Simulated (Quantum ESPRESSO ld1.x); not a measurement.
Results of a calculation; reference values are marked as such.
Task: Radial electron density D(r) = 4 pi r^2 rho(r) of an atom or ion with 11 electrons. Code: ld1.x of Quantum ESPRESSO 7.5. Model: scalar-relativistic Kohn-Sham, LDA (Slater exchange, Perdew-Zunger correlation), spin-polarised, spherical densities, point nucleus.

r (bohr)  D(r) (e/bohr)  spin D(r)
0.002097          12.40      0.183
0.002603          17.07      0.250
0.00323           23.14      0.334
0.004009          30.77      0.437
0.004976          39.95      0.554
0.006176          50.38      0.675
0.007665          61.30      0.778
0.009513          71.39      0.833
0.01181           78.90      0.800
0.01465           82.09      0.651
0.01819           80.15      0.394
0.02257           74.28      0.115
0.02801           68.29   -0.00463
0.03477           67.36      0.260
0.04315           74.59      0.985
0.05355           86.90       1.85
0.06646           94.40       2.14
0.08249           86.81       1.33
0.1024            63.38      0.145
0.1271            35.70      0.488
0.1577            16.95       3.13
0.1957            9.260       5.72
0.2429            5.902       5.37
0.3015            2.827       2.79
0.3741           0.7709      0.769
0.4643           0.1030      0.103
0.5763         0.005821    0.00582
0.7152        0.0001157   0.000116

What is the nuclear charge?

Result: Z = 63. The innermost maximum, from 1s, lies near gamma/Z bohr with gamma = sqrt(1 - (Z/c)^2) = 0.888, here 0.0141 bohr (found: 0.0150), and its height grows with Z. The density is that of the europium ion Eu52+ in [Ne] 3s1; the configuration itself is not fixed sharply by these data, and Z only to a few units. D(r) has 2 maxima, at r = 0.0150, 0.0675 bohr, and minima at 0.0321 bohr, inside which lie 2.04 electrons.
